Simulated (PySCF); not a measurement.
C₅H₁₀O₂S.
Atom-mapped SMILES: `[CH3:1][S:2](=[O:3])(=[O:4])[CH:5]1[CH2:6][CH2:7][CH2:8]1`

Probes without a nucleus sit at each ring's centroid and 1 Å off its mean plane on both sides; NICS is minus the shielding there, NICSzz its component along the normal. Level: GIAO PBE0/pcSseg-1 (PySCF, non-relativistic, gas phase) on the GFN2-xTB geometry, one conformer.

Ring bond lengths (Å), with Mayer bond orders in brackets: C5–C6 1.528 (0.98), C6–C7 1.537 (1.04), C7–C8 1.538 (1.04), C8–C5 1.525 (0.96).

Q: What do the NICS probes read (ppm)?

A: 
```
       ring                                            type  NICS(0)  NICS(1), two faces  NICS(1)zz, two faces  rms pucker (Å)  centre to ring atoms, mean (Å)
C5–C6–C7–C8  4-membered carbocycle; formal bonds all single      1.1         -0.1 / -0.4             3.2 / 1.2            0.07                            1.08
```

Q: What do they say, and how far can they be read as aromaticity?

A: 
- C5–C6–C7–C8: mean NICS(1)zz 2.2 ppm, near zero. C5, C6, C7, C8 have four or more neighbours, so the value isn't read as a sign of a π ring current.

Q: At the second NICS(1) probe listed for ring C5–C6–C7–C8, 1 Å off the ring, what do the in-plane components average?

A: The isotropic value is a third of the trace: (3 × -0.4 − (1.2))/2 = -1.2 ppm.

Q: Give the inner angles of the rings and the Hirshfeld charges of the ring atoms.

A: 
- C5–C6–C7–C8: C5 90.4° (-0.037 e), C6 89.0° (-0.067 e), C7 89.5° (-0.070 e), C8 89.1° (-0.075 e); sum 358.0° against 360° for a flat convex ring.

The values belong to the conformer `[CH3:1][S:2](=[O:3])(=[O:4])[CH:5]1[CH2:6][CH2:7][CH2:8]1`: C1–S2–C5–C6 176°.
